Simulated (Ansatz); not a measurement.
System: sum formula H$_{9}$Si$_{4}$O (charge 0, doublet). It need not be the lowest isomer of its formula. SMILES: [SiH2][Si](O)([SiH3])[SiH3]
Structure (B3LYP-D3(BJ)/def2-TZVP (Ansatz, a program for electronic structure) minimum search):
```xyz
14

O     -0.3192     0.0844    -2.0100
Si    -0.0423    -0.0109    -0.3633
Si     1.6398    -1.5098     0.2524
Si    -1.9665    -0.6773     0.8147
Si     0.6320     2.1306     0.3039
H     -0.5304    -0.7304    -2.4747
H      2.9555    -1.3349    -0.4162
H      1.2686    -2.9498     0.2387
H     -2.4214    -2.0128     0.3495
H     -3.0761     0.2875     0.6162
H     -1.6576    -0.7625     2.2634
H     -0.3499     3.1532    -0.1309
H      1.9625     2.4686    -0.2573
H      0.7197     2.1488     1.7849
```
Charge 0, spin multiplicity 2.

Computed values are from Ansatz. Valence correlation only, unless marked. UHF or UKS for open shells. Spin-orbit coupling is left out. No relativistic terms. Basis-set limits of correlation are two-point, X^-3; Hartree-Fock from the larger set.

```json
{
  "atomisation energy De": "1005.2 kcal/mol at CCSD(T)/CBS(cc-pV(T+d)Z,cc-pV(Q+d)Z)",
  "total_energy": "-1236.8635 Eh at CCSD(T)/CBS(cc-pV(T+d)Z,cc-pV(Q+d)Z)",
  "dipole_moment": "1.02 D at CCSD(T)/aug-cc-pV(D+d)Z",
  "T1 diagnostic": "0.016 at CCSD/cc-pV(Q+d)Z"
}
```
